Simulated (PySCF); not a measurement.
Bond stretch in SiCl, doublet.

Computed with: UKS-B3LYP/6-311+G** = unrestricted B3LYP/6-311+G**, spherical d run with PySCF 2.14.0; UKS-B3LYP/6-31G* = unrestricted B3LYP/6-31G*, spherical d in PySCF; UMP2/6-31G* = unrestricted MP2 (frozen core)/6-31G*, spherical d in PySCF; UCCSD(T) = PySCF with CCSD(T) on UHF/cc-pVTZ, 10 core orbitals frozen.

Energies relative to the lowest point of each curve near equilibrium, in kcal/mol; the last columns give the difference from UCCSD(T):

```csv
R / Å,UKS-B3LYP/6-311+G**,UKS-B3LYP/6-31G*,UMP2/6-31G*,UCCSD(T),UKS-B3LYP/6-311+G** − UCCSD(T),UKS-B3LYP/6-31G* − UCCSD(T),UMP2/6-31G* − UCCSD(T)
1.65,73.0,75.4,72.5,72.9,0.2,2.5,-0.4
1.74,39.4,40.9,38.1,38.7,0.6,2.2,-0.7
1.88,11.5,12.1,10.0,10.6,0.9,1.4,-0.6
1.94,5.5,5.8,4.3,4.8,0.7,1.0,-0.5
2.00,2.0,2.1,1.2,1.4,0.5,0.7,-0.3
2.07,0.2,0.2,0.0,0.0,0.2,0.2,0.0
2.10,0.0,0.0,0.1,0.0,0.0,0.0,0.1
2.17,0.7,0.7,1.6,1.2,-0.5,-0.5,0.4
2.26,3.2,3.4,5.1,4.5,-1.3,-1.1,0.6
2.37,7.9,8.4,11.2,10.3,-2.4,-1.9,0.9
2.57,18.8,19.8,24.1,23.2,-4.5,-3.4,0.9
2.78,30.9,32.5,38.0,37.6,-6.7,-5.0,0.5
```

UKS-B3LYP/6-311+G** is furthest from UCCSD(T) at 2.78 (-6.7 kcal/mol, below); its mean absolute difference over the points is 1.5 kcal/mol.

UKS-B3LYP/6-31G* is furthest from UCCSD(T) at 2.78 (-5.0 kcal/mol, below); its mean absolute difference over the points is 1.7 kcal/mol.

UMP2/6-31G* is furthest from UCCSD(T) at 2.57 (0.9 kcal/mol, above); its mean absolute difference over the points is 0.5 kcal/mol.

The scan ran from 1.65 to 8.25 Å; beyond the distances shown one of the unrestricted levels run for this scan, shown here or not, changes its spin distribution in one step.
